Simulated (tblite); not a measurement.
Compound: C₂H₈O₅Si₂.
SMILES with atom numbers: `[CH3:1][C:2](=[O:3])[O:4][SiH2:5][O:6][SiH:7]([OH:8])[OH:9]` (hydrogens: H10, H11, H12 on C1; H13, H14 on Si5; H15 on Si7; H16 on O8; H17 on O9)

Computed with GFN2-xTB (tblite), gas phase: L-BFGS steps from a force-field or distance-geometry start until the largest atomic force falls under 0.01 eV/Å.

Geometry at step 8:
```
atom  x, y, z in Å
C1     -2.0763    1.8721    1.3474
C2     -1.2606    0.9881    0.4336
O3     -0.4317    1.4333   -0.3279
O4     -1.5307   -0.2958    0.5403
Si5    -0.8576   -1.5295   -0.3697
O6      0.7268   -1.5446   -0.1896
Si7     2.0722   -0.8916   -0.8821
O8      3.3571   -1.6716   -0.3101
O9      2.2135    0.6671   -0.4983
H10    -1.8882    1.5971    2.3847
H11    -1.8220    2.9225    1.1917
H12    -3.1370    1.7114    1.1629
H13    -1.2544   -1.3010   -1.7544
H14    -1.4071   -2.6907    0.3008
H15     1.9765   -1.1932   -2.2973
H16     3.8991   -1.2604    0.3578
H17     1.4135    1.1988   -0.5629
```

Q: What forces act on the atoms?

A: 
```
atom  Fx (eV/Å)  Fy (eV/Å)  Fz (eV/Å)
  C1     -0.021     -0.072      0.076
  C2      0.034      0.228      0.009
  O3     -0.071     -0.085      0.019
  O4     -0.076      0.146      0.014
 Si5     -0.122      0.012      0.004
  O6      0.013      0.003     -0.073
 Si7      0.076     -0.034     -0.055
  O8      0.068     -0.083      0.017
  O9     -0.052     -0.029     -0.046
 H10      0.053     -0.003     -0.048
 H11     -0.013     -0.231     -0.023
 H12      0.032      0.005     -0.062
 H13      0.010     -0.005      0.037
 H14      0.036      0.059      0.049
 H15      0.059      0.018      0.018
 H16      0.018     -0.004      0.024
 H17     -0.044      0.076      0.043
```

The largest, 0.23 eV/Å, acts on H11 (C2 within 3 % of it); the rms over all components is 0.069 eV/Å. The forces sum to zero within rounding, as they must for an isolated molecule in no field.

Q: Give the force on H11 in Eh/bohr and in nN.

A: 0.233 eV/Å ÷ 51.422 = 0.00452 Eh/bohr, and 0.233 eV/Å × 1.602 = 0.37 nN.

Q: How far is this geometry from the end of the optimisation?

A: 0.044 eV above it, and 0.188 Å rms away after alignment. The bonds farthest from their final lengths, with half the difference of the two atoms' forces along the bond (positive lengthens):

```csv
bond,now (Å),final (Å),force along bond (eV/Å)
C1–H11,1.092,1.086,-0.07
C1–C2,1.511,1.506,-0.05
Si7–H15,1.450,1.446,-0.04
O4–Si5,1.674,1.672,+0.04
Si5–H13,1.458,1.456,-0.03
Si7–O8,1.608,1.611,+0.02
```

The angle farthest from its final value is Si5–O6–Si7, 139.5° against 152.9°.

What follows is the cost of the whole relaxation. On an Arm Neoverse N1 with one thread, no GPU, on a shared host, this took 1.2 s.
